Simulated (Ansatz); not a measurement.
The input (input.yaml):

```yaml
crystal:
  lattice:
    - [8.1, 0.0, 0.0]
    - [0.0, 8.1, 0.0]
    - [0.0, 0.0, 8.1]
  atoms:
    - { symbol: Al, position: [0.49802516, -0.0009122, -0.0001408] }
    - { symbol: Al, position: [0.74954623, -0.0010219, 0.2515891] }
    - { symbol: Al, position: [0.00078847, -0.00130441, -3.302e-05] }
    - { symbol: Al, position: [0.24931715, 0.25016427, -0.00038955] }
    - { symbol: Al, position: [0.49819749, 0.50177339, -0.00018487] }
    - { symbol: Al, position: [0.74976021, 0.75044743, -0.00031799] }
    - { symbol: Al, position: [0.24961838, -0.00168174, 0.25203231] }
    - { symbol: Al, position: [0.49775614, 0.25033461, 0.25133981] }
    - { symbol: Al, position: [0.74964262, 0.50179895, 0.25099769] }
    - { symbol: Al, position: [0.4973484, -0.00149176, 0.49982394] }
    - { symbol: Al, position: [0.74977917, 0.25046284, 0.4994744] }
    - { symbol: Al, position: [0.7496019, -0.00076321, 0.74827991] }
    - { symbol: Al, position: [0.00064876, 0.50156196, -0.00031201] }
    - { symbol: Al, position: [0.2494543, 0.75041486, -0.00014786] }
    - { symbol: Al, position: [0.00070988, 0.25019081, 0.25104351] }
    - { symbol: Al, position: [0.24945899, 0.50257039, 0.2515828] }
    - { symbol: Al, position: [0.49747098, 0.75032921, 0.25184062] }
    - { symbol: Al, position: [0.00173001, -0.00194188, 0.49971037] }
    - { symbol: Al, position: [0.24958251, 0.24995141, 0.49961877] }
    - { symbol: Al, position: [0.49736039, 0.502573, 0.49973252] }
    - { symbol: Al, position: [0.74985645, 0.75043514, 0.49972961] }
    - { symbol: Al, position: [0.24979233, -0.00179779, 0.74749128] }
    - { symbol: Al, position: [0.49830333, 0.25028687, 0.748451] }
    - { symbol: Al, position: [0.74944606, 0.50172276, 0.74830471] }
    - { symbol: Al, position: [0.00143632, 0.75006878, 0.25192576] }
    - { symbol: Al, position: [0.00147638, 0.50227044, 0.49952183] }
    - { symbol: Al, position: [0.24966352, 0.7504405, 0.49967913] }
    - { symbol: Al, position: [0.00094629, 0.2499282, 0.74791922] }
    - { symbol: Al, position: [0.2496376, 0.50240703, 0.74751547] }
    - { symbol: Al, position: [0.49749082, 0.75032757, 0.74760402] }
    - { symbol: Al, position: [0.00150046, 0.75007657, 0.74733803] }
basis:
  ecutwfc: 420.0
kpoints:
  mp_grid: { grid: [2, 2, 2] }
hamiltonian:
  xc: pbesol
  pseudopotentials: { kind: paw, azcp: { folder: soft_1 } }
scf:
  occupations: { method: gaussian, width: 0.1 }
  lower_state_search: "off"
neb:
  images: 5
  f_tol: 0.05
  initial_path: linear
  max_iterations: 42
  optimiser: lbfgs
  spring: 10.0
  final_atoms:
    - { symbol: Al, position: [0.49861354, 0.0, -0.00138646] }
    - { symbol: Al, position: [0.75, 0.0, 0.25] }
    - { symbol: Al, position: [0.00138646, 0.0, -0.00138646] }
    - { symbol: Al, position: [0.25, 0.24861354, -0.00138646] }
    - { symbol: Al, position: [0.49947816, 0.5, -0.00052184] }
    - { symbol: Al, position: [0.75, 0.75052184, -0.00052184] }
    - { symbol: Al, position: [0.25, 0.0, 0.25] }
    - { symbol: Al, position: [0.49947816, 0.24947816, 0.25] }
    - { symbol: Al, position: [0.75, 0.24947816, -0.00052184] }
    - { symbol: Al, position: [0.49861354, 0.0, 0.50138646] }
    - { symbol: Al, position: [0.75, 0.24947816, 0.50052184] }
    - { symbol: Al, position: [0.75, 0.0, 0.75] }
    - { symbol: Al, position: [0.00052184, 0.5, -0.00052184] }
    - { symbol: Al, position: [0.25, 0.75138646, -0.00138646] }
    - { symbol: Al, position: [0.00052184, 0.24947816, 0.25] }
    - { symbol: Al, position: [0.25, 0.5, 0.25] }
    - { symbol: Al, position: [0.49947816, 0.75052184, 0.25] }
    - { symbol: Al, position: [0.00138646, 0.0, 0.50138646] }
    - { symbol: Al, position: [0.25, 0.24861354, 0.50138646] }
    - { symbol: Al, position: [0.49947816, 0.5, 0.50052184] }
    - { symbol: Al, position: [0.75, 0.75052184, 0.50052184] }
    - { symbol: Al, position: [0.25, 0.0, 0.75] }
    - { symbol: Al, position: [0.49861354, 0.24861354, 0.75] }
    - { symbol: Al, position: [0.75, 0.5, 0.75] }
    - { symbol: Al, position: [0.00052184, 0.75052184, 0.25] }
    - { symbol: Al, position: [0.00052184, 0.5, 0.50052184] }
    - { symbol: Al, position: [0.25, 0.75138646, 0.50138646] }
    - { symbol: Al, position: [0.00138646, 0.24861354, 0.75] }
    - { symbol: Al, position: [0.25, 0.5, 0.75] }
    - { symbol: Al, position: [0.49861354, 0.75138646, 0.75] }
    - { symbol: Al, position: [0.00138646, 0.75138646, 0.75] }
  order_check: true
```

Run as:

```bash
$ ansatz run input.yaml --threads 2 --pin off --max-ram 5120MiB --backend cpu --events-out ev --progress --plain --runs-dir out
```

Hardware: 2 threads of Intel(R) Xeon(R) Platinum 8259CL CPU @ 2.50GHz (Skylake/Cascade Lake), with other jobs on the host.

**Question.** Roughly how long does this run take, and how much memory?

**Answer.** 9.8 min, with a peak of 2 GiB, for 9 band iterations.
